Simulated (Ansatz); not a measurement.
CH6GeO2 can be A, `OC[O][GeH3]`, or B, `C[O][GeH2][OH]`.

Program: Ansatz. Geometries: PBE0-D4/def2-TZVP. ΔE: electronic, gas phase. CCSD(T)/CBS adds triple-zeta CCSD(T) − MP2 to the extrapolated MP2 energy (def2 sets, frozen cores). DFT in def2-TZVPP. For Ge outer-core shells are correlated without core-valence functions, which leaves a few kJ/mol of doubt a bond. Scalar relativity is left out up to krypton. One conformer a species, not always the lowest.

(1) Which isomer does CCSD(T)/CBS put lower? Give the gap. (Best estimate.)

(2) Give E(B) − E(A) in kcal/mol with r2SCAN-D4, HF/def2-TZVPP, MP2/def2-TZVPP, CCSD(T)/def2-SVP, CCSD(T)/def2-TZVPP, B2PLYP, LDA (SPW92). (Estimate.)

(3) Does the order hold for the free energy at 298.15 K (harmonic terms from PBE0-D4)? (Estimate.)

Largest T1 diagnostic: 0.012.

## Answers

(1) The calculation gave: B, by 21.9 kcal/mol.

(2) Computed: r2SCAN-D4 -20.7, HF/def2-TZVPP -21.5, MP2/def2-TZVPP -23.2, CCSD(T)/def2-SVP -18.1, CCSD(T)/def2-TZVPP -21.6, B2PLYP -21.8, LDA (SPW92) -17.0. None reverses the order clearly.

(3) The calculation gave: Yes: G(B) − G(A) = -21.5 kcal/mol, for one conformer each. Modes under 60 cm⁻¹, often nearly free rotors, make the harmonic entropy too high.

At CCSD(T), def2-SVP lies +3.8 kcal/mol from the extrapolated value and def2-TZVPP +0.4 kcal/mol. Leaving LDA and LC-ωPBE aside and taking each functional with its dispersion term where it has one, the values, not all of them listed here, spread over 2.5 kcal/mol, from B2PLYP to PBE-D4. LDA lies +2.3 kcal/mol from PBE without D4.
